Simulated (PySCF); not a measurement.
**Electron correlation in Ne²⁺ (neon, charge +2)**

[He] 2s1 2p4 3d1, one real determinant (an excited configuration). Computed with PySCF 2.14 in dyall-acv3z, with the non-relativistic Hamiltonian (point nucleus). Frozen: nothing; 8 electrons correlated; the 5 highest virtual orbitals of each spin left out.

| level | correlation energy (mhartree) |
| --- | --- |
| CCSD | -189.40 |
| (T) | -3.40 |
| CCSD(T) | -192.80 |

Diagnostics: T1 = 0.0020, D1 = 0.0049, largest double amplitude 0.103.

The real determinant used has ⟨L²⟩ near 8 against 12 for a pure F term, so it mixes terms. The outer electron is Rydberg-like, and this basis confines it to a smaller radius and binds it less than a complete one would.

Cost of the coupled-cluster step: roughly 9 core-seconds, for 8 correlated electrons.

The reference is one real determinant that mixes LS terms of this configuration.
